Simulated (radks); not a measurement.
All-electron atom: neutral indium in [Kr] 4d10 5s2 5p1.

Calculated with a radial shooting solver on a logarithmic mesh with Libxc functionals: Dirac Kohn-Sham, PBE, spin-unpolarised, spherical densities, finite nucleus; open shells are shared between the two j in proportion to 2j + 1; Fermi nuclear charge, rms radius 4.6156 fm.

Energy parts (eV):
part                       energy
total                 -160086.550
kinetic                168205.155
electron-nucleus      -388484.011
Hartree                 64543.865
exchange-correlation    -4351.559

Orbitals (lengths in bohr, moments of r in powers of bohr):
| orbital | occ. | eigenvalue (eV) | <r> | <r^2> | <1/r> | small-component weight |
|---|---|---|---|---|---|---|
| 1s1/2 | 2 | -27735.15 | 0.02971 | 0.001195 | 51.86 | 3.23e-02 |
| 2s1/2 | 2 | -4151.622 | 0.1281 | 0.01941 | 12.00 | 6.82e-03 |
| 2p1/2 | 2 | -3871.669 | 0.1085 | 0.01446 | 11.98 | 6.84e-03 |
| 2p3/2 | 4 | -3660.795 | 0.1137 | 0.01577 | 11.19 | 6.54e-03 |
| 3s1/2 | 2 | -787.8476 | 0.3483 | 0.1389 | 4.227 | 1.95e-03 |
| 3p1/2 | 2 | -674.8610 | 0.3394 | 0.1339 | 4.135 | 1.90e-03 |
| 3p3/2 | 4 | -636.7713 | 0.3505 | 0.1426 | 3.942 | 1.82e-03 |
| 3d3/2 | 4 | -436.9464 | 0.3223 | 0.1235 | 3.785 | 1.70e-03 |
| 3d5/2 | 6 | -429.1428 | 0.3258 | 0.1261 | 3.735 | 1.68e-03 |
| 4s1/2 | 2 | -119.5669 | 0.8481 | 0.8147 | 1.643 | 5.15e-04 |
| 4p1/2 | 2 | -82.6769 | 0.9013 | 0.9297 | 1.523 | 4.55e-04 |
| 4p3/2 | 4 | -76.0292 | 0.9317 | 0.9938 | 1.461 | 4.31e-04 |
| 4d3/2 | 4 | -19.1306 | 1.173 | 1.654 | 1.148 | 2.82e-04 |
| 4d5/2 | 6 | -18.2712 | 1.190 | 1.704 | 1.130 | 2.75e-04 |
| 5s1/2 | 2 | -8.2068 | 2.610 | 7.837 | 0.4939 | 5.79e-05 |
| 5p1/2 | 0.333333 | -2.7260 | 3.616 | 15.54 | 0.3566 | 2.89e-05 |
| 5p3/2 | 0.666667 | -2.4270 | 3.806 | 17.23 | 0.3379 | 2.59e-05 |

The highest occupied level is 5p3/2 at -2.427 eV. Summed over all electrons, <r^2> = 59.15 bohr^2, which gives a Langevin (diamagnetic) susceptibility term of -46.8 x 10^-6 cm^3/mol.

Run on one thread of a shared host, so times are rough (Arm Neoverse V2): 0.12 s of CPU time, 0.12 s wall, 14 iterations on 2437 mesh points.
